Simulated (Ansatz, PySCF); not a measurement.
Energy difference R1 + 2 R2 → 2 P1 + P2, each structure at its B3LYP-D3(BJ)/def2-TZVP stationary point, reached from a drawn start (curvature not checked).
P1, H2 (SMILES [H][H]) (charge 0, multiplicity 1, Z-matrix in Å and degrees):
```
H
H 1 0.7440
```
R1: H2O (SMILES O), charge 0, multiplicity 1.
R2: SiH4 (SMILES [SiH4]), charge 0, multiplicity 1.
P2: H6OSi2 (SMILES [SiH3]O[SiH3]), charge 0, multiplicity 1.

P less R. No zero-point or thermal terms.

Cores are frozen in the correlated methods. CBS: X⁻³ extrapolation of the correlation energy, Hartree–Fock from the larger set.

Codes used: Ansatz (a quantum-chemistry and plane-wave program); PySCF for the D3/D4 terms. Each number belongs to the level named beside it.

Estimate the reaction energy that B97M-V/def2-TZVPP returns for this input.

-142 kJ/mol

What is the computed reaction energy (CCSD(T)/CBS(cc-pV(T+d)Z, cc-pV(Q+d)Z))?

-151 kJ/mol

Estimate the reaction energy that B3LYP-D3(BJ)/def2-TZVPP returns for this input.

-145 kJ/mol
